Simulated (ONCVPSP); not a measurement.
# boron (B): excitation energies, all-electron against ONCV

boron, optimised norm-conserving Vanderbilt (ONCV), made with ONCVPSP 4.0.1 (LDA (Perdew-Zunger), scalar-relativistic). Core [He], reference 2s2 2p1. Waves: 2s: rc 1.20 bohr, ncon 3, nbas 7, qcut 6 1/bohr, 2 projectors, debl 0.7 Ha; 2p: rc 3.95 bohr, ncon 4, nbas 7, qcut 4.3 1/bohr, 3 projectors, debl 4 Ha; d scattering state at 0.29 Ha: rc 4.25 bohr, ncon 4, nbas 7, qcut 2.6 1/bohr, 2 projectors, debl 1.2 Ha. Local part: polynomial inside 1.15 bohr (lpopt 5, dvloc0 0 Ha). Core correction: Teter function, fcfact 2.5, rcfact 1.3.

Energies are relative to the spin-unpolarised reference configuration 2s2 2p1; without spin polarisation the order of configurations can differ from experiment.

```tsv
valence configuration	charge	ΔE all-electron (eV)	error AE − PS (meV)
2s2 2p0	+1	8.326	+189
2s1 2p0	+2	33.631	+563
2s0 2p3	0	11.401	-173
```

What are ΔE and the potential's error for 2s2 2p0.5?

ΔE = 2.943 eV all-electron; the error (AE − PS) is +15 meV.

Levels in the configuration 2s1 2p0:

```
level  all-electron (eV)  pseudo (eV)
   2s            -31.341      -30.866
```
